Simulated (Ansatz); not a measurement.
`[SiH3][CH]1[NH][AlH]1` + `C=C(F)Br` → `C=C([SiH3])Br` + `F[CH]1[NH][AlH]1`  (formal exchange of groups at the Si–C bond)

Isolated molecules relaxed with PBE0-D4/def2-TZVP in Ansatz; ΔE leaves out vibrations. CBS: MP2 limit from def2 TZ/QZ plus the TZ coupled-cluster correction, frozen cores. DFT in def2-TZVPP. For Br outer-core shells are correlated without core-valence functions, which leaves a few kJ/mol of doubt a bond. Scalar relativity is left out up to krypton.

`[SiH3][CH]1[NH][AlH]1`:

```xyz
10

Si    0.847   -1.035    0.617
C    -0.180   -0.159   -0.653
N    -0.057    1.357   -0.703
Al   -1.626    0.991   -0.108
H     0.542   -2.495    0.637
H     2.318   -0.877    0.403
H     0.548   -0.475    1.970
H    -0.215   -0.645   -1.633
H     0.822    1.787   -0.932
H    -2.999    1.552    0.401
```

`C=C(F)Br`:

Z-matrix (Å, degrees):
```
C
C 1 1.317
H 1 1.082 2 119.4
H 1 1.078 2 120.6 3 -180.0
F 2 1.324 1 122.8 3 0.0
Br 2 1.873 1 125.2 3 -180.0
```

`C=C([SiH3])Br`:

Z-matrix (Å, degrees):
```
Si
C 1 1.867
H 1 1.484 2 109.5
H 1 1.484 2 109.5 3 -119.8
H 1 1.486 2 108.1 3 120.1
Br 2 1.904 1 114.0 3 60.0
C 2 1.325 1 126.1 3 -120.0
H 7 1.085 2 123.0 1 180.0
H 7 1.086 2 119.5 1 0.0
```

`F[CH]1[NH][AlH]1`:

Cartesian coordinates in Å:
```
F 1.891 -0.041 -0.263
C 0.668 -0.219 0.393
N -0.301 0.807 0.084
Al -0.919 -0.666 -0.599
H 0.916 -0.360 1.447
H -0.171 1.759 0.390
H -2.084 -1.281 -1.453
```

```
         level  ΔE (kJ/mol)
           PBE        -28.5
MP2/def2-TZVPP        -30.6
```

(1) What does CCSD(T)/CBS give? (Estimate.)

Largest T1 diagnostic among the species: 0.015.

## Answers

(1) The calculation gave: -33.7 kJ/mol. The listed levels differ from it by 5.2, 3.1 kJ/mol.

In def2-TZVPP, CCSD(T) changes the Hartree–Fock value by +3.8 kJ/mol (the triples alone add +0.1 kJ/mol) and MP2 by +4.7 kJ/mol.
